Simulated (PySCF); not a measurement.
Magnetisability: `InChI=1S/C4H4ClFO/c1-2-7-3-4(5)6/h2-3H,1H2/b4-3-`

Geometry (Å), atoms numbered from 1 in this order:
```xyz
11

C    -1.9008    0.5357    0.6689
C    -1.3209   -0.6503    0.5875
O    -0.0121   -0.9469    0.3563
C     0.8374    0.0204   -0.0611
C     2.1578   -0.1483   -0.0263
F     2.7407   -1.2502    0.4610
Cl    3.2725    1.0124   -0.6156
H    -2.9547    0.6002    0.8598
H    -1.3750    1.4676    0.5607
H    -1.8677   -1.5722    0.7289
H     0.4282    0.9343   -0.4663
```

Method: PySCF, GIAO CAM-B3LYP/6-31G magnetisability, rotational g tensor and spin-rotation constants, non-relativistic, gas phase. Geometry: GFN2-xTB.

What are the magnetisability and the molar susceptibility?

Isotropic -1070 × 10⁻³⁰ J/T², or -64.4 × 10⁻⁶ cm³/mol; principal values -1151, -1045, -1013 × 10⁻³⁰ J/T², anisotropy 125 × 10⁻³⁰ J/T² (root of half the summed squared differences of the principal values). The susceptibility is in cgs units.

Split it along the inertial axes a, b, c into diamagnetic and paramagnetic parts about the centre of mass, with the quadrupole moment.


```tsv
axis	χ (10⁻⁶ cm³/mol)	diamagnetic (10⁻⁶ cm³/mol)	paramagnetic (10⁻⁶ cm³/mol)	summed x² of all electrons (Å²)	quadrupole Θ (D Å)
a	-62.8	-302.9	240.1	264.7	+5.19
b	-61.6	-1173.8	1112.3	59.4	-2.02
c	-69.0	-1374.9	1305.9	12.0	-3.17
```
Anisotropies 2χaa − χbb − χcc = +5.0 and 2χbb − χaa − χcc = +8.6 × 10⁻⁶ cm³/mol. Θ is traceless in Buckingham's convention.

And the rotational g tensor?


| axis | rotational constant (GHz) | g | nuclear part | electronic part |
| --- | --- | --- | --- | --- |
| a | 5.1489 | -0.0522 | 0.5287 | -0.5809 |
| b | 1.0402 | -0.0091 | 0.5345 | -0.5436 |
| c | 0.8756 | -0.0043 | 0.5329 | -0.5372 |

Asymmetric top; isotopes 12C, 35Cl, 19F, 1H, 16O; no vibrational averaging.
